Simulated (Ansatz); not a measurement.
The cluster Ag3Ge2⁻: single points at one geometry.

```yaml
crystal:
  periodic: [false, false, false]
  atoms:
    - {symbol: Ag, position_ang: [1.046812, -0.410475, -0.040894]}
    - {symbol: Ag, position_ang: [1.691506, 2.304124, -0.060833]}
    - {symbol: Ag, position_ang: [-0.880112, 1.607626, 0.013556]}
    - {symbol: Ge, position_ang: [-1.534349, -0.785641, 0.074971]}
    - {symbol: Ge, position_ang: [-0.323856, -2.715634, 0.013201]}
basis:
  gaussian: {orbitals: STO-3G}
total_charge: -1
hamiltonian: {xc: hf}
scf: {omitted_lower_state_checks: [starts]}
output: {orbitals: {seedname: orbitals}}
```

The file start.molden holds the orbitals of an earlier run on this structure, at another level or in another basis.

```sh
$ ansatz run in.yaml --threads 4 --pin off --events-out ev --progress --plain --max-ram 4787MiB
```

Shortened log:

```
Functional definition: HF
1362 factors; integrals over basis functions are off by at most 1.2e-3 eV
mean field evaluation 1: about -531787.5875 eV, gradient 2.9e1 eV
mean field evaluation 2: about -531787.6781 eV, gradient 2.9e1 eV
mean field evaluation 4: about -531793.8063 eV, gradient 6.9e0 eV
mean field evaluation 8: about -531794.5789 eV, gradient 9.8e-1 eV
mean field evaluation 16: about -531794.6222 eV, gradient 8.6e-4 eV
mean field -531794.62218841 eV, -19543.0919020827 hartree, gradient 4.4e-5 eV, S^2 0.000000; 0 other end points of the search recorded, 0 dependent functions left out
reference -531794.62218841 eV, -19543.0919020827 hartree; 103, 103 occupied and 14, 14 virtual orbitals, 1362 factors
Total energy: -531794.62218841 eV, -19543.0919020827 hartree
Checks for a lower state left out: starts
```

Hardware: 4 threads of Arm Neoverse V1 on a shared host. Wall time 5.5 s.

The first input with `gaussian: {orbitals: def2-TZVPD, initial_orbitals: start.molden}`, `hamiltonian: {xc: pbe0, dispersion: d4}` (abridged; 9 s):

```
Functional definition: PBE0
mean field -125025.26410360 eV, -4594.5937106395 hartree, gradient 2.3e-5 eV, S^2 0.000000
Total energy: -125025.56235581 eV, -4594.6046712060 hartree
Checks for a lower state left out: starts
```

Geometry: r2SCAN-D4/def2-SVPD.

In the def2 sets Ag takes a core potential, while STO-3G treats all electrons; there is no spin–orbit coupling. The restricted singlet is unstable towards broken spin symmetry in Hartree–Fock (as tested in another run); at HF/STO-3G, PBE0-D4/def2-TZVPD this wasn't settled. At HF/STO-3G the highest occupied level of the charge -1 singlet lies above zero (up to 1.64 eV). In Hartree–Fock with STO-3G the lack of diffuse functions raises the level. No other spin state of charge -1 was run. The structure comes from a short search, and lower isomers may exist.
